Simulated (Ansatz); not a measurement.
A geometry relaxed with PBE-D3(BJ)/def2-TZVP (Ansatz, an electronic-structure program), charge 0, multiplicity 1:

```xyz
5

Br    -1.7932     1.1541     0.0353
F     -0.0841    -1.1017    -1.2388
Br     1.8482     1.0569    -0.1255
F      0.0318    -1.0000     1.3245
Si    -0.0027    -0.1093     0.0045
```

Question: Write the SMILES of this molecule.

Answer: `F[Si](F)(Br)Br`
